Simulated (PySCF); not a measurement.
**Static response to an electric field**

Species: [Ti(N(CH3)2)4], C₈H₂₄N₄Ti (singlet state).
Cartesian coordinates in Å at the PBE0-D3(BJ)/def2-SVP level; atoms count from 1:
```
atom  x, y, z in Å
C1     0.1779   -2.8095    1.0666
N2    -0.3400   -1.4742    1.1472
C3    -1.1785   -1.2424    2.2924
Ti4   -0.0013   -0.0031   -0.0036
N5     0.3993    1.5256    1.0480
C6     1.2951    1.3564    2.1602
C7    -0.1250    2.8552    0.9232
N8    -1.5344    0.3470   -1.0675
C9    -1.3704    1.1840   -2.2251
C10   -2.8666   -0.1589   -0.9012
N11    1.4740   -0.3950   -1.1324
C12    2.8045    0.1389   -1.0891
C13    1.2435   -1.3013   -2.2247
H14    0.8213   -2.9242    0.1816
H15   -0.6308   -3.5660    0.9983
H16    0.7864   -3.0737    1.9566
H17   -2.0896   -1.8762    2.2811
H18   -1.5098   -0.1908    2.3254
H19   -0.6512   -1.4516    3.2463
H20    0.8181    1.6240    3.1259
H21    2.2059    1.9833    2.0651
H22    1.6245    0.3067    2.2379
H23   -0.8090    2.9243    0.0646
H24   -0.6917    3.1649    1.8261
H25    0.6781    3.6070    0.7787
H26   -1.6412    0.6587   -3.1645
H27   -1.9966    2.0988   -2.1742
H28   -0.3212    1.5097   -2.3242
H29   -2.9311   -0.7993   -0.0091
H30   -3.1922   -0.7667   -1.7711
H31   -3.6099    0.6570   -0.7876
H32    3.0568    0.7022   -2.0117
H33    2.9184    0.8284   -0.2397
H34    3.5691   -0.6582   -0.9843
H35    0.1945   -1.6430   -2.2313
H36    1.8849   -2.2049   -2.1644
H37    1.4409   -0.8300   -3.2101
```

Level: PBE0/def2-SVPD (PySCF), static field, nuclei fixed, core orbitals frozen in the response. The polarisability tensor in these axes (au):

```
x   183.18  -0.05   0.02
y    -0.05 183.06   0.00
z     0.02   0.00 186.73
```

Task: Give the principal values, the mean and the anisotropy Δα = √{½[(α1 − α2)² + (α2 − α3)² + (α1 − α3)²]}.

Result: Principal values 183.04, 183.20 and 186.73 au; mean 184.32 au = 27.31 Å³ = 30.39 × 10⁻⁴⁰ C²·m²/J; Δα = 3.61 au (2 % of the mean).

Task: What is the dipole moment?

Result: 0.01 D at this geometry.

Task: Refractivity n − 1 of an ideal gas of it at 298.15 K and 1 atm, from the electronic α?

Result: N = p/kT = 2.4615 × 10¹⁹ cm⁻³, so n − 1 = 2π × N × 27.31 × 10⁻²⁴ cm³ = 4224 × 10⁻⁶ at long wavelengths, for an ideal gas.

Task: Find the Langevin capture rate constant for NO+ (29.998 u) meeting this molecule (224.148 u), k = 2.342 × 10⁻⁹ cm³/s × √(α in Å³ / reduced mass in u).

Result: The reduced mass is 26.46 u, so k = 2.38 × 10⁻⁹ cm³/s.

Task: What are the principal values of the traceless quadrupole moment, Θ = ½Σq(3rr − r²1), about the centre of nuclear charge?

Result: -0.57, -0.51, 1.08 D·Å. The electronic extent ⟨r²⟩ about the same centre is 3068 bohr², a root-mean-square distance of 2.65 Å for the 122 electrons.

Geometry: PBE0-D3(BJ)/def2-SVP; no solvent, vibrations or thermal averaging.

These values come from a run that also computed excited states. Hardware: 2 threads of an Intel Xeon Platinum 8175M at 2.50 GHz (shared host). Cost: 5.4 min wall, 12 min CPU, 3.9 GiB resident at most.
